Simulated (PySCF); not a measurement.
A structure optimised at PBE-D3(BJ)/def2-SVP, used in a PySCF frequency run:

```
Ti
O 1 1.7915
H 2 0.9729 1 130.81
O 1 1.7950 2 109.35 3 -140.61
H 4 0.9732 1 128.70 2 -6.27
O 1 1.7959 2 109.67 3 -18.26
H 6 0.9734 1 128.28 2 -123.82
O 1 1.8506 2 108.50 3 99.95
B 8 1.3476 1 143.71 2 -6.63
H 9 1.2255 8 118.74 1 -178.50
H 9 1.2283 10 121.02 8 -179.99
```
Charge 0, spin multiplicity 1.

**Question.** Write its SMILES and formula.

**Answer.** B[O][Ti]([OH])([OH])[OH], BH₅O₄Ti

**Question.** What are its rotational constants (standard atomic weights)?

**Answer.** 3.2338, 1.8935, 1.8903 GHz
